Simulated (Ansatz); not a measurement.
System: sum formula H2SiO3Br (charge 0, doublet). It need not be the lowest isomer of its formula. 
Coordinates optimised at B3LYP-D3(BJ)/def2-TZVP (Ansatz, a quantum-chemistry and plane-wave program):
SMILES: Br[Si](O)(O)[O]
```xyz
7

Si     0.2103    -0.3341    -0.8074
Br    -0.3153     0.5021     1.2111
O      0.7238     1.1294    -1.3073
O     -1.0547    -0.9913    -1.5740
O      1.2977    -1.5311    -0.7378
H     -1.8038    -0.4218    -1.7700
H      2.1592    -1.3311    -0.3614
```
Charge 0, spin multiplicity 2.

Basis-set convergence of Hartree-Fock and MP2 correlation energies (hartree) with Ansatz. Correlated levels leave the core frozen unless marked. Open shells are spin-unrestricted. Spin-orbit coupling is left out. The frozen core is the preceding noble-gas configuration, with the filled d and f shells of earlier blocks. Non-relativistic.

| basis | functions | E(HF) | E(corr, MP2) |
|---|---|---|---|
| def2-SVP | 102 | -3086.64939 | -0.71655 |
| def2-TZVPP | 211 | (withheld) | (withheld) |

**Question.** Some entries are withheld; supply them.

**Answer.** 
- def2-TZVPP, E(HF): -3087.37971
- def2-TZVPP, E(corr, MP2): -0.93408
